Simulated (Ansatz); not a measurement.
A series at Zr: from `[F][Zr]([Cl])([Cl])[Cl]`, ligands are replaced one by one, each step taking up H–F and setting free HCl; n counts the steps. Ansatz, PBE0-D4/def2-TZVP geometries.

```json
{"n": "0", "molecule": "`[F][Zr]([Cl])([Cl])[Cl]`", "zero-point energy, PBE0-D4/def2-TZVP (kJ/mol)": "?"}
{"n": "1", "molecule": "`[F][Zr]([F])([Cl])[Cl]`", "zero-point energy, PBE0-D4/def2-TZVP (kJ/mol)": "17.4"}
{"n": "2", "molecule": "`[F][Zr]([F])([F])[Cl]`", "zero-point energy, PBE0-D4/def2-TZVP (kJ/mol)": "19.4"}
{"n": "3", "molecule": "`[F][Zr]([F])([F])[F]`", "zero-point energy, PBE0-D4/def2-TZVP (kJ/mol)": "21.5"}
```

**Question.** By hand: fit a straight line y = ȳ + b (n − n̄) to the 3 given rows and predict n = 0.

**Answer.** n̄ = 2.000, ȳ = 19.43; Σ(n − n̄)(y − ȳ) = 4.10, Σ(n − n̄)² = 2.000, so b = 2.05 kJ/mol a step. Prediction: 19.43 + (2.05) × (-2.000) = 15.3 kJ/mol.

**Question.** By hand: compare with the computed value, 15.2 kJ/mol, and give the steps along the whole series.

**Answer.** The line misses by -0.1 kJ/mol (computed minus predicted). Steps: 2.2, 2.0, 2.1 kJ/mol.

The steps differ by at most 0.2 kJ/mol, 10 % of a mean step, so the ligands' effects nearly add and a line is close. The miss is 1.6 % of the series' range.
